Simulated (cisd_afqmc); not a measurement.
Input (AFQMC/CISD/cc-pV(D+d)Z; cisd_afqmc is a phaseless AFQMC code with CISD trial states that reads the integrals written by Ansatz): A basis named .json is the Basis Set Exchange file of that set.

Ansatz 0.2 input:
```python
import cisd_afqmc

open("ham.yaml", "w").write("""\
crystal:
  periodic: [false, false, false]
  atoms:
    - {symbol: Al, position_ang: [-0.00000000, -0.00000000, -0.61996352]}
    - {symbol: O, position_ang: [0.00000000, 0.00000000, 1.00744073]}
basis:
  gaussian:
    orbitals: cc-pV_D+d_Z.json
magnetization: {spin_polarized: true, initial_magnetization: 1}
correlation: {method: ccsd, electrons: outside_noble_gas, hamiltonian_folder: ham}
""")
rep = cisd_afqmc.ansatz("ham.yaml")
e_ccsd = rep["correlation"]["coupled_cluster"]["energy"]["hartree"]
out = cisd_afqmc.run("ham", e_ccsd, trial="CISD", walkers=200, populations=8, threads=8, dt=0.005, steps=40, early=24, settle=10, least=32,
    cut=5e-5, rank_cut=2e-4, target=0.0004, seconds=1500, seed=1, memory=17280, gpu=False)
```

Output:

```
WARN ansatz::render: the results are in doubt because among natural orbitals full CI differs from the method by -0.186 eV
orbitals 31, occupied [5, 4], factors 160 of 376, rank of the doubles 133 of 238
E(HF) = -316.742728
E(CCSD) on the cut factors = -316.981498, shift to the whole factors -0.000003
Energy of the trial state on the determinant = -316.981459
  tau behind 7.2 of longer steps, mean of the populations' last blocks
   2.0  -316.99063
   4.0  -316.99212
   6.0  -316.99097
   8.0  -316.99154
  10.0  -316.99091
  12.0  -316.99166
  14.0  -316.99089
blocks 530 (1 outliers left out), error by blocks joined: 1: 0.00023, 2: 0.00028, 4: 0.00032, 8: 0.00038, 16: 0.00039
E(AFQMC/CISD) = -316.99102 +/- 0.00039
```

The determinant is spin-contaminated: <S^2> is 0.80, 0.05 over the pure value.

The run carries these doubts: large difference.
